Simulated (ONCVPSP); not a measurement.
**PBE ONCV dataset for lanthanum, scalar-relativistic all-electron reference.**

The input file (ONCVPSP 4.0.1):

```
# ATOM AND REFERENCE CONFIGURATION
# atsym  z   nc   nv     iexc    psfile
  La 57.00    9    5        4      upf
#
#   n    l    f
    1    0    2.00
    2    0    2.00
    2    1    6.00
    3    0    2.00
    3    1    6.00
    3    2   10.00
    4    0    2.00
    4    1    6.00
    4    2   10.00
    5    0    2.00
    5    1    6.00
    5    2    1.00
    6    0    1.00
    6    1    1.00
#
# PSEUDOPOTENTIAL AND OPTIMIZATION
# lmax
    3
#
#   l,   rc,      ep,       ncon, nbas, qcut
    0    2.85    0.00    4    8    4.30
    1    2.85    0.00    4    8    3.80
    2    2.75    0.00    3    6    4.20
    3    2.45    0.10    4    7    4.70
#
# LOCAL POTENTIAL
# lloc, lpopt,  rc(5),   dvloc0
    4    5    2.20    0.00
#
# VANDERBILT-KLEINMAN-BYLANDER PROJECTORs
# l, nproj, debl
    0    2    1.20
    1    2    3.40
    2    1    1.00
    3    2    1.30
#
# MODEL CORE CHARGE
# icmod, fcfact, rcfact
    1    0.45    0.00
#
# LOG DERIVATIVE ANALYSIS
# epsh1, epsh2, depsh
   -3.00    5.00    0.02
#
# OUTPUT GRID
# rlmax, drl
    6.00    0.01
#
# TEST CONFIGURATIONS
# ncnf
    4
# nvcnf
#   n    l    f
    5
    5    0    2.00
    5    1    6.00
    5    2    1.00
    6    0    2.00
    6    1    0.00
#
    5
    5    0    2.00
    5    1    6.00
    5    2    1.00
    6    0    1.00
    6    1    0.00
#
    5
    5    0    2.00
    5    1    6.00
    5    2    1.00
    6    0    0.00
    6    1    0.00
#
    6
    5    0    2.00
    5    1    6.00
    5    2    0.00
    6    0    1.00
    6    1    0.00
    4    3    1.00
#
```

Command:

```bash
oncvpsp.x < La.dat > La.out
```

Output (shortened: citation, most of the input echo, consistency checks and plot data are left out):

```
ONCVPSP  (Optimized Norm-Conservinng Vanderbilt PSeudopotential)
scalar-relativistic version 4.0.1

#   n    l    f        energy (Ha)
    1    0    2.00    -1.4241726E+03
    2    0    2.00    -2.2674793E+02
    2    1    6.00    -2.0322114E+02
    3    0    2.00    -4.8531313E+01
    3    1    6.00    -4.1019727E+01
    3    2   10.00    -3.0231144E+01
    4    0    2.00    -9.8334384E+00
    4    1    6.00    -7.3910144E+00
    4    2   10.00    -3.8574825E+00
    5    0    2.00    -1.4712036E+00
    5    1    6.00    -8.6329320E-01
    5    2    1.00    -1.4554388E-01
    6    0    1.00    -1.5736533E-01
    6    1    1.00    -6.8206406E-02

Reference configufation results
  iterations    26
  all-electron total energy (Ha)   -8.49319792D+03

Begin loop to  construct optimized pseudo wave functions
and semi-local pseudopoentials for all angular momenta

Calculating optimized projector #   1

 for l=   0

    Fraction of norm inside rc  0.982775
    Optimizing pswf for qcut=   4.29 a_B^-1,  ecut=   9.22 Ha
    Residual kinetic energy error=  1.35D-06 Ha

    Energy error per electron        Cutoff
         Ha          eV             Ha
         0.01000     0.27211        2.10
         0.00100     0.02721        5.32
         0.00010     0.00272        6.96
         0.00001     0.00027        8.39

Calculating optimized projector #   2

 for l=   0

    Fraction of norm inside rc  0.129922
    Optimizing pswf for qcut=   4.29 a_B^-1,  ecut=   9.22 Ha
    Residual kinetic energy error=  5.05D-06 Ha

    Energy error per electron        Cutoff
         Ha          eV             Ha
         0.01000     0.27211        1.81
         0.00100     0.02721        5.40
         0.00010     0.00272        7.33
         0.00001     0.00027        9.14

Calculating optimized projector #   1

 for l=   1

    Fraction of norm inside rc  0.939700
    Optimizing pswf for qcut=   3.80 a_B^-1,  ecut=   7.21 Ha
    Residual kinetic energy error=  3.03D-06 Ha

    Energy error per electron        Cutoff
         Ha          eV             Ha
         0.01000     0.27211        3.79
         0.00100     0.02721        4.98
         0.00010     0.00272        6.02
         0.00001     0.00027        7.08

Calculating optimized projector #   2

 for l=   1

    Fraction of norm inside rc  0.044093
    Optimizing pswf for qcut=   3.80 a_B^-1,  ecut=   7.21 Ha
    Residual kinetic energy error=  3.99D-06 Ha

    Energy error per electron        Cutoff
         Ha          eV             Ha
         0.01000     0.27211        2.60
         0.00100     0.02721        3.96
         0.00010     0.00272        5.04
         0.00001     0.00027        6.01

Calculating optimized projector #   1

 for l=   2

    Fraction of norm inside rc  0.531845
    Optimizing pswf for qcut=   4.19 a_B^-1,  ecut=   8.79 Ha
    Residual kinetic energy error=  3.14D-06 Ha

    Energy error per electron        Cutoff
         Ha          eV             Ha
         0.01000     0.27211        4.21
         0.00100     0.02721        5.82
         0.00010     0.00272        7.07
         0.00001     0.00027        8.51

WARNING wellstate: localized bound state found for n= 4 l= 3
WARNING this state with energy -0.20017682
WARNING will be used for the first projector

   Wellstate for l =  3  n =  6
     eigenvalue =   1.0998
     asymptotic potential =   1.5998
     half-point radius =  5.2533

Calculating optimized projector #   1

 for l=   3

    Fraction of norm inside rc  0.948925
    Optimizing pswf for qcut=   4.70 a_B^-1,  ecut=  11.04 Ha
    Residual kinetic energy error=  8.40D-02 Ha

    Energy error per electron        Cutoff
         Ha          eV             Ha
         0.01000     0.27211       28.82
         0.00100     0.02721       34.72
         0.00010     0.00272       47.94
         0.00001     0.00027       76.11

Calculating optimized projector #   2

 for l=   3

    Fraction of norm inside rc  0.227018
    Optimizing pswf for qcut=   4.70 a_B^-1,  ecut=  11.04 Ha
    Residual kinetic energy error=  2.06D-01 Ha

    Energy error per electron        Cutoff
         Ha          eV             Ha
         0.01000     0.27211       34.90
         0.00100     0.02721       43.29
         0.00010     0.00272       49.11
         0.00001     0.00027       67.41

Construct Vanderbilt / Kleinmman-Bylander projectors

B matrix Hermiticity error, ll=   0
   1   2    8.7652E-05

  Orthonormal projector coefficients  3.1556E+00  5.8472E-01

B matrix Hermiticity error, ll=   1
   1   2    3.2907E-05

  Orthonormal projector coefficients  1.8169E+00  2.7021E-01

B matrix Hermiticity error, ll=   3
   1   2   -1.3728E-04

  Orthonormal projector coefficients -6.5080E+00 -3.3943E+00

Model core correction analysis
  based on d2Exc/dn_idn_j

d2excae - all-electron derivatives

   -2.639306D-02   -2.292497D-02   -9.322285D-03   -1.518925D-03
   -9.549019D-04
   -2.296479D-02   -2.269510D-02   -1.200252D-02   -1.467648D-03
   -6.921345D-04
   -9.606355D-03   -1.248197D-02   -1.060313D-02   -1.529667D-03
   -1.333025D-04
   -1.823196D-03   -2.094393D-03   -2.340660D-03   -7.534712D-04
   -5.841390D-05
   -1.052476D-03   -9.068764D-04   -4.920957D-04   -1.642364D-04
   -4.732472D-05

d2excps - pseudofunction derivatives with no core correction

   -3.697924D-02   -2.641008D-02   -9.689023D-03   -2.767947D-03
   -1.296577D-03
   -2.645066D-02   -2.495382D-02   -1.249098D-02   -1.910913D-03
   -9.003569D-04
   -9.974663D-03   -1.297293D-02   -1.087606D-02   -1.634072D-03
   -1.775178D-04
   -3.074836D-03   -2.541099D-03   -2.449665D-03   -8.983250D-04
   -9.425764D-05
   -1.394758D-03   -1.116284D-03   -5.383185D-04   -2.006660D-04
   -6.391594D-05

rms 2nd derivative error    2.418140E-03

Polynomial model core charge

d2excps - pseudofunction derivatives with core correction

   -2.119872D-02   -1.998329D-02   -9.008133D-03   -1.186657D-03
   -7.782186D-04
   -2.002291D-02   -2.172899D-02   -1.222856D-02   -1.281580D-03
   -6.307615D-04
   -9.292117D-03   -1.270791D-02   -1.094031D-02   -1.548810D-03
   -1.440376D-04
   -1.490891D-03   -1.908318D-03   -2.359982D-03   -7.357129D-04
   -4.482697D-05
   -8.757653D-04   -8.454966D-04   -5.028889D-04   -1.506610D-04
   -4.263885D-05

rms 2nd derivative error    1.356432E-03

Pseudoatom total energy  -32.216348

Diagnostic tests using Vanderbilt-Kleinman-Bylander pseudopotentials
  1 or more projectors used as specified by nproj input data

   l    rcore       rmatch      e in        delta e   norm test  slope test

   0   2.8576579   2.9444226  -1.4712036   0.0000005   1.0001005   1.0000909
   0   2.8576579   2.9444226  -0.1573653   0.0000004   1.0000154   1.0000122

   1   2.8576579   2.9444226  -0.8632932   0.0000001   1.0000725   1.0000723
   1   2.8576579   2.9444226  -0.0682064   0.0000006   1.0000169   1.0000143

   2   2.7569085   2.8406142  -0.1455439  -0.0000021   0.9999988   0.9999802

   3   2.4607116   2.5354241  -0.2001768  -0.0000003   1.0001633   1.0001674
   3   2.4607116   2.5354241   1.0998232   0.0000130   1.0000912   1.0000912

 Testing for bound ghosts
   n   l    E NL Schr. Eq   E Basis Diag.   E Cutoff

   1   0       -1.471203       -1.471203     32.52
   2   0       -0.157365       -0.151082     32.52

   2   1       -0.863293       -0.863293     37.30
   3   1       -0.068206       -0.043983     37.30

   3   2       -0.145546       -0.144092     16.05

       3                       -0.200023     49.09  WARNING - GHOST(-)

 Testing for highly-localized positive-energy ghosts
       l    <radius>/rc     E Basis Diag.   E Cutoff

Test configuration 0

   n   l     f        eae           eps        diff
   1   0  2.0000-1424.17257279
   2   0  2.0000 -226.74792513
   2   1  6.0000 -203.22114121
   3   0  2.0000  -48.53131267
   3   1  6.0000  -41.01972698
   3   2 10.0000  -30.23114450
   4   0  2.0000   -9.83343839
   4   1  6.0000   -7.39101440
   4   2 10.0000   -3.85748254
   5   0  2.0000   -1.47120358   -1.47120307    5.02D-07
   5   1  6.0000   -0.86329320   -0.86329314    5.97D-08
   5   2  1.0000   -0.14554388   -0.14554601   -2.13D-06
   6   0  1.0000   -0.15736533   -0.15736494    3.94D-07
   6   1  1.0000   -0.06820641   -0.06820577    6.36D-07

    Total energies and differences
      AE_ref= -8.49319792D+03  AE_tst= -8.49319792D+03  dif=  0.00D+00
      PS_ref= -3.22163479D+01  PS_tst= -3.22163479D+01  dif=  7.82D-14
      PSP excitation error= -7.82D-14

Test configuration 1

   n   l     f        eae           eps        diff
   1   0  2.0000-1424.13117956
   2   0  2.0000 -226.70673945
   2   1  6.0000 -203.17998646
   3   0  2.0000  -48.48997445
   3   1  6.0000  -40.97839441
   3   2 10.0000  -30.18982646
   4   0  2.0000   -9.79216496
   4   1  6.0000   -7.34978495
   4   2 10.0000   -3.81635258
   5   0  2.0000   -1.43043826   -1.42982609    6.12D-04
   5   1  6.0000   -0.82320022   -0.82318856    1.17D-05
   5   2  1.0000   -0.11356961   -0.11372537   -1.56D-04
   6   0  2.0000   -0.13522399   -0.13518064    4.33D-05

    Total energies and differences
      AE_ref= -8.49319792D+03  AE_tst= -8.49328529D+03  dif= -8.74D-02
      PS_ref= -3.22163479D+01  PS_tst= -3.23037003D+01  dif= -8.74D-02
      PSP excitation error= -2.01D-05

Test configuration 2

   n   l     f        eae           eps        diff
   1   0  2.0000-1424.34753378
   2   0  2.0000 -226.92230502
   2   1  6.0000 -203.39558312
   3   0  2.0000  -48.70554481
   3   1  6.0000  -41.19396476
   3   2 10.0000  -30.40536611
   4   0  2.0000  -10.00745267
   4   1  6.0000   -7.56500342
   4   2 10.0000   -4.03138876
   5   0  2.0000   -1.64426872   -1.64455649   -2.88D-04
   5   1  6.0000   -1.03637706   -1.03648889   -1.12D-04
   5   2  1.0000   -0.31269927   -0.31266977    2.95D-05
   6   0  1.0000   -0.30662357   -0.30663755   -1.40D-05

    Total energies and differences
      AE_ref= -8.49319792D+03  AE_tst= -8.49306604D+03  dif=  1.32D-01
      PS_ref= -3.22163479D+01  PS_tst= -3.20844379D+01  dif=  1.32D-01
      PSP excitation error= -3.36D-05

Test configuration 3

   n   l     f        eae           eps        diff
   1   0  2.0000-1424.60227329
   2   0  2.0000 -227.17598930
   2   1  6.0000 -203.64930187
   3   0  2.0000  -48.95911438
   3   1  6.0000  -41.44753351
   3   2 10.0000  -30.65891751
   4   0  2.0000  -10.26030449
   4   1  6.0000   -7.81771601
   4   2 10.0000   -4.28376684
   5   0  2.0000   -1.89340706   -1.89516653   -1.76D-03
   5   1  6.0000   -1.28320432   -1.28356062   -3.56D-04
   5   2  1.0000   -0.54013122   -0.53980818    3.23D-04

    Total energies and differences
      AE_ref= -8.49319792D+03  AE_tst= -8.49266590D+03  dif=  5.32D-01
      PS_ref= -3.22163479D+01  PS_tst= -3.16841418D+01  dif=  5.32D-01
      PSP excitation error= -1.89D-04

Test configuration 4

   n   l     f        eae           eps        diff
   1   0  2.0000-1424.12010502
   2   0  2.0000 -226.67315218
   2   1  6.0000 -203.15015416
   3   0  2.0000  -48.41813455
   3   1  6.0000  -40.90737716
   3   2 10.0000  -30.12245624
   4   0  2.0000   -9.74027230
   4   1  6.0000   -7.30505763
   4   2 10.0000   -3.78571906
   5   0  2.0000   -1.52508190   -1.53336523   -8.28D-03
   5   1  6.0000   -0.94099945   -0.94425382   -3.25D-03
   6   0  1.0000   -0.28689340   -0.28565203    1.24D-03
   4   3  1.0000   -0.19377081   -0.26955663   -7.58D-02

    Total energies and differences
      AE_ref= -8.49319792D+03  AE_tst= -8.49305627D+03  dif=  1.42D-01
      PS_ref= -3.22163479D+01  PS_tst= -3.21178319D+01  dif=  9.85D-02
      PSP excitation error=  4.31D-02
```

The run took about 5.5 s on one core of a shared server CPU.
